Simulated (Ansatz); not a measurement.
Start from `CC#[C][GeH2][OH]` and change one atom or group to get `O[SiH2]C#[C][GeH2][OH]`.

Ansatz, PBE0-D4/def2-TZVP geometries, multiplicity 1. Each molecule was computed in one conformer, which needn't be the lowest.

Scalar relativity is left out up to krypton.

| property | `CC#[C][GeH2][OH]` |
| --- | --- |
| size of the dipole moment (B3LYP/def2-TZVPP) / D | 2.67 |
| HOMO–LUMO gap (PBE/def2-TZVPP) / eV | 5.42 |
| HOMO–LUMO gap (B3LYP/def2-TZVPP) / eV | 7.06 |
| size of the dipole moment (PBE/def2-TZVPP) / D | 2.62 |
| LUMO energy (PBE/def2-TZVPP) / eV | -1.09 |
| HOMO energy (B3LYP/def2-TZVPP) / eV | -7.51 |

(1) What does the change do to each property? (Estimate.)

Answers

(1) Ansatz gave: 
| property | `O[SiH2]C#[C][GeH2][OH]` | shift |
| --- | --- | --- |
| size of the dipole moment (B3LYP/def2-TZVPP) / D | 0.69 | -1.98 |
| HOMO–LUMO gap (PBE/def2-TZVPP) / eV | 5.05 | -0.37 |
| HOMO–LUMO gap (B3LYP/def2-TZVPP) / eV | 6.75 | -0.31 |
| size of the dipole moment (PBE/def2-TZVPP) / D | 0.54 | -2.08 |
| LUMO energy (PBE/def2-TZVPP) / eV | -1.92 | -0.83 |
| HOMO energy (B3LYP/def2-TZVPP) / eV | -8.00 | -0.49 |

With PBE0 the HOMO falls by 0.49 eV and the LUMO falls by 0.84 eV, so the gap narrows by about 0.35 eV. PBE moves the HOMO by -0.46 eV and ωB97M-V by -0.47 eV. Dipoles are sizes alone; their direction can turn.

B3LYP here is the variant with VWN-RPA as its local correlation; programs differ in this.
